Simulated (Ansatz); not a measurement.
H2Pb (SMILES [PbH2]), charge 0, multiplicity 1, relaxed at each level with Ansatz (an electronic-structure program); harmonic frequencies from differences of analytic forces, average atomic masses, frozen cores. Elements past Kr take the def2 small-core potentials, without spin–orbit coupling.

| mode | r2SCAN/def2-TZVPP (cm⁻¹) | B3LYP/def2-TZVPP (cm⁻¹) | PBE0/def2-TZVPP (cm⁻¹) | MP2/def2-TZVPP (cm⁻¹) | CCSD(T)/def2-SVP (cm⁻¹) | CCSD(T)/def2-TZVPP (cm⁻¹) |
|---|---|---|---|---|---|---|
| 1 | 731 | 724 | 728 | 759 | 739 | … |
| 2 | 1609 | 1586 | 1621 | 1657 | 1585 | … |
| 3 | 1614 | 1590 | 1627 | 1658 | 1588 | … |

Task: Modes are in rising order at each level. Complete the blanks.

Result: 
- 3, CCSD(T)/def2-TZVPP (cm⁻¹): 1594
- 1, CCSD(T)/def2-TZVPP (cm⁻¹): 732
- 2, CCSD(T)/def2-TZVPP (cm⁻¹): 1589
